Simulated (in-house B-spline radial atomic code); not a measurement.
A run on Cs (an excited or competing configuration) that did not converge. Method: scalar-relativistic (X2C) CAM-B3LYP, spin-polarised, spherical fractional occupations, exact exchange averaged over the configuration, Fermi nucleus of rms radius 4.8041 fm; computed with a B-spline radial code for spherical atoms.

Command:
```bash
python run_scf.py task.json out
```
Settings (nuclear radius in fm, mass in u):
```
Z                55
configuration    [Ar] 3d10 4s2 4p5 4d10 5s2 5p6 6s1 6f1
hamiltonian      x2c
method           camb3lyp
spin_polarised   True
nucleus          fermi
rms_radius       4.8041
atomic_mass      132.90545
speed_of_light   137.035999084
exact_exchange   averaged over the configuration
```

First and last ten iterations of the last attempt (damped for 15 steps, keeping 80 % of the old Fock matrix, then DIIS):
```
 iter        energy (Eh)    residual
    1       -7773.932328    4.76e-01
    2       -7777.436846    3.08e-01
    3       -7778.965032    1.97e-01
    4       -7779.685930    1.26e-01
    5       -7780.019382    8.37e-02
    6       -7780.171601    5.69e-02
    7       -7780.240770    3.88e-02
    8       -7780.272182    2.65e-02
    9       -7780.286496    1.82e-02
   10       -7780.293059    1.26e-02
  111       -7780.298843    3.48e-04
  112       -7780.298838    3.82e-04
  113       -7780.298624    1.42e-03
  114       -7780.298851    2.94e-04
  115       -7780.298862    1.59e-04
  116       -7780.298860    1.91e-04
  117       -7780.298864    1.59e-04
  118       -7780.298864    1.27e-04
  119       -7780.298848    2.53e-04
  120       -7780.298842    3.42e-04
 not converged after 120 iterations
```

The smallest residual met was 1.1e-05; the threshold is about 6e-07. No energy from this run should be used. Time taken, with all properties: 28 s on 1 thread of Intel(R) Xeon(R) 6975P-C (shared host).
